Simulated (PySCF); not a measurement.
C4H11BO2, SMILES O(BOC)C(C)C. Geometry optimised at B3LYP-D3(BJ)/def2-SVP. Other conformers were not sampled.

Computed equilibrium geometry at B3LYP-D3(BJ)/def2-SVP (PySCF confirms it by a frequency run) as Cartesian coordinates in Å (one conformer of several):
```xyz
18

B     -0.2007     1.1841     0.5496
H     -0.2065     2.1104     1.3281
O     -0.4312     1.3707    -0.7776
C     -0.7073     2.6360    -1.3341
H     -0.7024     3.4315    -0.5695
H      0.0481     2.8775    -2.0998
H     -1.6965     2.6204    -1.8205
O      0.0404    -0.0543     1.0330
C      0.0740    -1.2191     0.1956
C     -0.2985    -2.4119     1.0632
C      1.4536    -1.3535    -0.4389
H     -0.6748    -1.0958    -0.6057
H      0.4305    -2.5327     1.8802
H     -0.3128    -3.3375     0.4671
H     -1.2936    -2.2689     1.5108
H      1.6732    -0.4831    -1.0746
H      2.2277    -1.4243     0.3419
H      1.5065    -2.2584    -1.0646
```
Charge 0, spin multiplicity 1.
